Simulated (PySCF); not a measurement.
# Cost of response and excited-state runs on pyridazine N-oxide (SMILES [n+]1([O-])ccccn1)

Molfile (atoms numbered from 1):
```
C4H4N2O
     RDKit          3D

 11 11  0  0  0  0  0  0  0  0999 V2000
   -2.0277   -1.7075   -0.2886 O   0  0  0  0  0  0  0  0  0  0  0  0
   -1.0431   -0.9798   -0.1508 N   0  0  0  0  0  0  0  0  0  0  0  0
   -1.1733    0.3760   -0.1580 C   0  0  0  0  0  0  0  0  0  0  0  0
   -0.0778    1.1876   -0.0046 C   0  0  0  0  0  0  0  0  0  0  0  0
    1.1721    0.6002    0.1607 C   0  0  0  0  0  0  0  0  0  0  0  0
    1.2050   -0.7845    0.1542 C   0  0  0  0  0  0  0  0  0  0  0  0
    0.1385   -1.5380    0.0037 N   0  0  0  0  0  0  0  0  0  0  0  0
   -2.1794    0.7398   -0.2900 H   0  0  0  0  0  0  0  0  0  0  0  0
   -0.1999    2.2597   -0.0141 H   0  0  0  0  0  0  0  0  0  0  0  0
    2.0655    1.1866    0.2871 H   0  0  0  0  0  0  0  0  0  0  0  0
    2.1254   -1.3374    0.2746 H   0  0  0  0  0  0  0  0  0  0  0  0
  1  2  1  0
  2  3  2  0
  3  4  1  0
  4  5  2  0
  5  6  1  0
  6  7  2  0
  7  2  1  0
  3  8  1  0
  4  9  1  0
  5 10  1  0
  6 11  1  0
M  CHG  2   1  -1   2   1
M  END
```

PySCF with density fitting, on 1 thread of an AMD EPYC 7R43 64-Core, shared host. Command: `OMP_NUM_THREADS=1 python excited_run.py task.json out`

(1) How long does this run take, and how much memory?
- excited states, CAM-B3LYP/aug-cc-pVDZ; two-photon moments; 6 states; quadratic response for 5 states; 0 triplets

Answers

(1) 
```tsv
run	level	basis functions	wall time	peak memory (GiB)
excited states	CAM-B3LYP/aug-cc-pVDZ	197	34 s	0.7
```
Times from a shared host are rough.
